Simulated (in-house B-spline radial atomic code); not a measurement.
Au VIII (Au7+): [Xe] 4f14 5d4

All numbers are computed (Dirac-Kohn-Sham CAM-B3LYP, spherical fractional occupations, exact exchange averaged over the configuration; Fermi nucleus of rms radius 5.4371 fm) with a B-spline radial code for spherical atoms, not measured.

Effective charges: Z_r = [3n² - l(l+1)]/(2<r>) from the radius, Z_e = n√(-2ε) from the energy, and Slater's rules. Values are occupation-weighted means over j. An effective charge above Z reflects the relativistic contraction of the inner shells.

| shell | electrons | ε (eV) | <r> (bohr) | Z_r | Z_e | Slater |
| --- | --- | --- | --- | --- | --- | --- |
| 1s | 2 | -80851 | 0.01687 | 88.92 | 77.09 | 78.70 |
| 2s | 2 | -14378 | 0.07046 | 85.16 | 65.02 | 74.85 |
| 2p | 6 | -12566 | 0.06369 | 78.51 | 60.78 | 74.85 |
| 3s | 2 | -3491.4 | 0.1832 | 73.68 | 48.06 | 67.75 |
| 3p | 6 | -2956 | 0.184 | 67.94 | 44.22 | 67.75 |
| 3d | 10 | -2328.7 | 0.1677 | 62.62 | 39.25 | 57.85 |
| 4s | 2 | -851.58 | 0.4069 | 58.99 | 31.65 | 51.25 |
| 4p | 6 | -673.22 | 0.4318 | 53.27 | 28.14 | 51.25 |
| 4d | 10 | -444.1 | 0.4582 | 45.84 | 22.85 | 39.85 |
| 5s | 2 | -219.82 | 0.9115 | 41.14 | 20.10 | 21.35 |
| 4f | 14 | -196.09 | 0.4951 | 36.35 | 15.19 | 28.45 |
| 5p | 6 | -169.09 | 1.024 | 35.63 | 17.63 | 21.35 |
| 5d | 4 | -106.89 | 1.269 | 27.19 | 14.01 | 9.95 |

The least bound orbital is 5d5/2 at -105.9 eV, and it is also the most diffuse (<r> = 1.28 bohr).

Spin-orbit splittings of the orbital energies (j = l + 1/2 above j = l - 1/2 when positive): 2p 1837 eV, 3p 406.4 eV, 3d 87.21 eV, 4p 97.79 eV, 4d 18.27 eV, 4f 3.873 eV, 5p 18.23 eV, 5d 2.423 eV.

For the 1s electron the small component carries 9 % of the norm, the zero-frequency Breit interaction raises the level by 303 eV, self-energy by 193.8 eV, and vacuum polarisation lowers it by 39.52 eV.

The density falls to 0.001 bohr⁻³ at 2.698 bohr; Σ<r²> = 25.119 bohr² gives, by the non-relativistic formula and without the paramagnetism of open shells, a Langevin diamagnetic susceptibility of -19.89×10⁻⁶ cm³/mol.
